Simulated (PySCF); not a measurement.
H₅Si₂, multiplicity 2. Atoms are numbered in the order given.

```xyz
7

Si     1.2090     0.0883     0.0000
Si    -1.1216    -0.0140     0.0000
H      1.8409    -0.4903    -1.2135
H      1.8409    -0.4903     1.2135
H     -1.6365     0.6750     1.2071
H     -1.6365     0.6750    -1.2071
H     -1.6316    -1.4096     0.0000
```
Charge 0, spin multiplicity 2.

Geometry optimised at B3LYP-D3(BJ)/def2-TZVP. The isomer is the one that the SMILES or the coordinates give; other isomers of the formula were not compared.

Calculation: PBE/def2-TZVPD in PySCF.

Mulliken values depend strongly on the basis, most of all with diffuse functions as here. Atomic charges (e):

```csv
atom,meta-Löwdin,Mulliken,Mulliken spin
Si1,(withheld),-0.07,0.93
Si2,(withheld),0.07,0.02
H3,(withheld),0.01,0.01
H4,(withheld),0.01,0.01
H5,(withheld),-0.01,0.00
H6,(withheld),-0.01,0.00
H7,(withheld),-0.01,0.04
```

Question: Fill in the missing entries. (Estimate from the structure and the level; the computed values follow.)

Answer: 
- Si1, meta-Löwdin: 0.08
- Si2, meta-Löwdin: 0.19
- H3, meta-Löwdin: -0.05
- H4, meta-Löwdin: -0.05
- H5, meta-Löwdin: -0.06
- H6, meta-Löwdin: -0.06
- H7, meta-Löwdin: -0.06
